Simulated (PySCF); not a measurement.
AlSi2H9NO2(+)

AlSi2H9NO2(+) is a small molecule (built as: end group NH3+), charge +1, singlet. The structure, one conformer, was relaxed in the gas phase by PBE0-D3(BJ)/def2-SVP. No frequency run checks that it is a minimum.

SMILES: [NH3+][Al]([O][SiH3])[O][SiH3]

```csv
atom,x (Å),y (Å),z (Å)
Si1,0.359,2.978,0.986
O2,0.434,1.519,0.131
Al3,0.192,-0.052,-0.316
O4,-0.633,-1.422,0.092
Si5,-1.603,-2.576,0.856
N6,1.283,-0.418,-1.898
H7,0.120,2.662,2.420
H8,-0.760,3.773,0.415
H9,1.665,3.661,0.794
H10,-1.856,-3.656,-0.134
H11,-2.870,-1.916,1.270
H12,-0.850,-3.088,2.032
H13,1.939,-1.195,-1.752
H14,1.842,0.396,-2.180
H15,0.721,-0.691,-2.714
```

Shieldings: GIAO PBE0/pcSseg-1. Shifts are against computed references at the same level: H TMS (σ 31.27 ppm), Si TMS (σ 352.0 ppm). Core levels by delta-SCF with SCAN, pcX-2 on the ionised atom and pcseg-1 elsewhere, spin-free X2C (2p3/2 is the spin-free 2p value less a third of a first-order spin-orbit splitting); from the vacuum level, for chosen atoms.

Task: Give the NMR and core-level values of the distinct atoms.

Result: 
| atoms | bonded to | σ (ppm) | δ (ppm) | core level (eV) |
| --- | --- | --- | --- | --- |
| Si1 | 1 O + 3 H | 368.6 | -16.6 | 2p3/2 111.06 |
| O2 | 1 Al + 1 Si | 304.3 | - | 1s 541.89 |
| Al3 | 1 N + 2 O | 490.1 | - | 2p3/2 86.40 |
| O4 | 1 Al + 1 Si | 307.3 | - | 1s 541.89 |
| Si5 | 1 O + 3 H | 368.8 | -16.8 | - |
| N6 | 1 Al + 3 H | 241.5 | - | 1s 413.36 |
| H7 H8 H9 | 1 Si | 25.93 | 5.34 | - |
| H10 H11 H12 | 1 Si | 25.95 | 5.31 | - |
| H13 H14 H15 | 1 N | 28.29 | 2.98 | - |

Values are those of this one static structure, with the three H of a rotating XH3 group averaged; atoms that internal rotation interchanges would show their mean in an NMR spectrum.

Task: By CAM-B3LYP/def2-SVPD (TDDFT singlets, Tamm-Dancoff triplets, ionisation by delta-SCF), where does absorption start, and what does vertical ionisation take?

Result: The lowest singlet lies at 6.30 eV (f 0.009), the strongest of the first 6 at 7.60 eV (f 0.034), the lowest triplet at 6.09 eV; vertical ionisation takes 14.65 eV.
